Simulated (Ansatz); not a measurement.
Compare A (`FC1=C[SiH2]BC1`) with its isomer B (`C=C=C([SiH3])BF`).

Program: Ansatz. Geometries: PBE0-D4/def2-TZVP. ΔE: electronic, gas phase. CBS: MP2 limit from def2 TZ/QZ plus the TZ coupled-cluster correction, frozen cores. DFT in def2-TZVPP. B3LYP here is the variant with VWN-RPA as its local correlation; programs differ in this. Each species was taken in one conformer, which may not be the lowest.

(1) Which is lower in electronic energy at CCSD(T)/CBS, and by how much? (Estimate.)

(2) Give E(B) − E(A) in kJ/mol with B3LYP-D4, HF/def2-TZVPP, MP2/def2-TZVPP, PBE-D4, PBE0-D4, r2SCAN-D4, B3LYP. (Estimate.)

Largest T1 diagnostic: 0.014.

Answers

(1) Computed: B, by 114.2 kJ/mol.

(2) Ansatz gave: B3LYP-D4 -129.8, HF/def2-TZVPP -137.3, MP2/def2-TZVPP -122.4, PBE-D4 -103.8, PBE0-D4 -95.3, r2SCAN-D4 -113.5, B3LYP -133.9. None reverses the order clearly.

The D4 term adds +4.1 kJ/mol with B3LYP and +1.8 kJ/mol with PBE0; it sums over pairs of atoms, weighted by their polarisabilities, and B3LYP, whose exchange is more repulsive, gets the larger term. From PBE to PBE0 (25 % exact exchange), in def2-TZVPP and without D4, E(B) − E(A) moves by +9.1 kJ/mol.
